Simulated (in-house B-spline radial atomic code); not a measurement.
# RPA and G0W0 on HSE06: N³⁺

Configuration [He] 2s2, mean-field start HSE06. Computed with an all-electron radial atomic-structure program (B-spline basis): all electrons, non-relativistic, point nucleus, each spin shell either full or empty, empty states to l = 9 with an (l + 1/2)⁻⁴ tail; G0W0 by contour deformation at full frequency.

Command:
```bash
python run_gw.py task.json out
```
Settings (radii: box in bohr, nucleus in fm):
```
Z                        7
electrons                4
configuration            [He] 2s2
hamiltonian              nr
method                   hse06
lmax                     9
spin_polarised           False
box_radius               14.14
intervals                45
ion_configuration        [He] 2s1
```

Cost of the run: 1.7 s on 1 thread of Arm Neoverse N1, with other jobs on the host.

Energies (hartree):

```tsv
term	value
mean-field total	-51.14721
Hartree-Fock functional on these orbitals	-51.08088
direct second order	-0.29598
second-order exchange	0.14507
SOSEX correction	0.11209
```

Q: What is the RPA correlation energy, and what remains with SOSEX?

A: RPA gives -0.22888 hartree (-1.56 eV per electron); RPA + SOSEX gives -0.11679, and the second-order doubles -0.15091 hartree (no singles). SOSEX takes back 49 % of the RPA value.

Quasi-particle levels (eV):

| level | occupied | mean field | Σx - vxc | Σc | QP weight | G0W0 |
| --- | --- | --- | --- | --- | --- | --- |
| 2s | yes | -69.72 | -5.54 | ? | ? | ? |
| 2p | no | -55.01 | 8.70 | -1.72 | 0.959 | -48.03 |

G0W0 = mean field + (Σx - vxc) + Σc, with Σc (partial-wave tail included) taken at the quasi-particle energy. Levels of low weight are left out.

Q: Where does G0W0 put 2s?

A: At -77.37 eV, with Σc = -2.12 eV and a quasi-particle weight of 0.946. The tabulated removal energy is 77.474 eV (NIST, measured).

Q: What does it cost to remove one electron (to [He] 2s1) by differences of total energies, each species on its own start (correlation terms add to the Hartree-Fock functional)?

A: HSE06 76.36 eV, Hartree-Fock functional 74.97 eV, + RPA 77.48 eV, + RPA + SOSEX 76.82 eV, + second order 77.69 eV. Tabulated: 77.474 eV (NIST, measured).
